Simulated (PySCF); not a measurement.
Method: TPSSh-D3(BJ)/def2-TZVP // BP86-D3(BJ)/def2-SVP (PySCF 2.14.0). Isolated molecules, 0 K electronic values unless said otherwise. 

Reference species: [Zn(Br)2] (neutral, multiplicity 1).

```
Quantity                                Value
-------------------------------------  ------
charge on the central atom (Mulliken)  0.54 e
coordination number                         2
```

Changed species: [Zn(H)2] (2 of 2 Br replaced by H; the reference has 0 of 2 Br replaced by H).

**Question.** Give the shifts of the charge on the central atom (Mulliken) and coordination number.

**Answer.** the charge on the central atom (Mulliken) drops by 0.43 e, to 0.11 e; the coordination number is nearly the same.
